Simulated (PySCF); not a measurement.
**Ni⁺: excitation energy**

Ni⁺ [Ar] 3d9 (2D) → Ni⁺ [Ar] 3d8 4s1 (4F), as a difference of total energies. Computed with PySCF 2.14 in ANO-RCC-VTZP (6s5p3d2f1g, 59 functions), with scalar relativity by spin-free X2C-1e. Correlated levels: valence: [Ar] frozen; valence and next inner shell: [Ne] frozen. The calculations carry no spin-orbit coupling.

Task: Order these methods by the excitation energy they give, lowest first.
A. r2SCAN
B. UHF
C. MP2 (valence and next inner shell)
D. CAM-B3LYP

Result: B (-1.014 eV), A (0.493 eV), D (1.074 eV), C (2.122 eV).

Errors of the correlated levels include the incompleteness of this basis and the frozen core.

The basis was made for the ground configuration and has no added diffuse functions, so the excitation energy can come out too high.

For comparison: 1.085 eV (measured; NIST levels, between the centres of gravity of the two terms).
